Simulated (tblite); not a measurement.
C₃H₇N₃OSi.
Structure used (GFN2-xTB), in Å, numbered top down from 1:
```
atom  x, y, z in Å
C1    -2.5853   -0.8378   -0.3413
O2    -2.1715    0.4657    0.0191
C3    -0.8495    0.6267    0.1179
C4    -0.1691    1.8266    0.4410
N5     1.1180    1.5641    0.4323
N6     1.2304    0.2841    0.1234
Si7    2.7547   -0.5811   -0.0050
N8     0.0554   -0.3163   -0.0744
H9    -2.2742   -1.5653    0.4129
H10   -2.1532   -1.1261   -1.3028
H11   -3.6705   -0.8027   -0.4077
H12   -0.5640    2.7944    0.6626
H13    3.7440    0.4501    0.2719
H14    2.7125   -1.6516    0.9895
H15    2.8180   -1.1228   -1.3613
```

Computed with GFN2-xTB (tblite): harmonic, unscaled wavenumbers at the GFN2-xTB geometry, gas phase. The method is semi-empirical: single wavenumbers can be off by several per cent or more. Modes of hydrogen on silicon can be 10 to 20 % off. One conformer, not necessarily the lowest.

Harmonic wavenumbers (cm⁻¹): 32.4, 103.1, 115.5, 118.7, 143.5, 230.4, 344.7, 458.5, 475.8, 570.7, 582.0, 646.2, 679.1, 717.9, 732.3, 758.2, 792.7, 804.0, 982.3, 1013.2, 1056.4, 1119.8, 1128.0, 1164.7, 1237.2, 1251.1, 1379.2, 1392.4, 1447.8, 1454.3, 1473.3, 1561.9, 2277.4, 2285.9, 2342.3, 2956.4, 2973.1, 3033.5, 3205.2.

A = 4122, B = 1083, C = 870.8 MHz; mass 129.036 u (most abundant isotopes); point group Cs, symmetry number 1.

Task: What is the zero-point energy?

Result: ½Σν̃ = 22521 cm⁻¹ = 64.39 kcal/mol.

Task: What is S at 298.15 K and 1 bar for an ideal gas of classical rigid rotors and harmonic oscillators?

Result: Translation 40.50, rotation 28.80, vibration 26.18: S = 95.5 cal/(mol K).

Task: And Cp and H(298.15 K) − H(0)?

Result: Cp = 33.99 cal/(mol K), of which vibrations give 26.04 (their classical limit is 39 R = 77.5); H(298.15 K) − H(0) = 6.35 kcal/mol without the zero-point energy, 3.98 from vibrations.

Task: How do the functions run with temperature in this model?

Result: 
```json
{"T (K)": "150", "S (cal/(mol K))": "77.0", "Cp (cal/(mol K))": "21.4", "H − H(0) (kcal/mol)": "2.26", "G − H(0) (kcal/mol)": "-9.30", "ln q(vib)": "3.05"}
{"T (K)": "250", "S (cal/(mol K))": "89.9", "Cp (cal/(mol K))": "29.8", "H − H(0) (kcal/mol)": "4.81", "G − H(0) (kcal/mol)": "-17.66", "ln q(vib)": "5.37"}
{"T (K)": "400", "S (cal/(mol K))": "106.6", "Cp (cal/(mol K))": "42.1", "H − H(0) (kcal/mol)": "10.23", "G − H(0) (kcal/mol)": "-32.42", "ln q(vib)": "8.74"}
{"T (K)": "600", "S (cal/(mol K))": "126.2", "Cp (cal/(mol K))": "54.2", "H − H(0) (kcal/mol)": "19.95", "G − H(0) (kcal/mol)": "-55.76", "ln q(vib)": "13.09"}
{"T (K)": "900", "S (cal/(mol K))": "150.5", "Cp (cal/(mol K))": "65.3", "H − H(0) (kcal/mol)": "38.04", "G − H(0) (kcal/mol)": "-97.39", "ln q(vib)": "19.16"}
```

q(vib) and H(0) count from the zero-point level.

Task: What must be added to the electronic energy to get the Gibbs energy at 298.15 K and 1 bar?

Result: ZPE + [H(298.15 K) − H(0)] − T·S = 64.39 + 6.35 − 28.47 = 42.27 kcal/mol.

Hindered rotation and anharmonicity are outside this model. Other conformers, if any are populated, would add a mixing term that is left out.
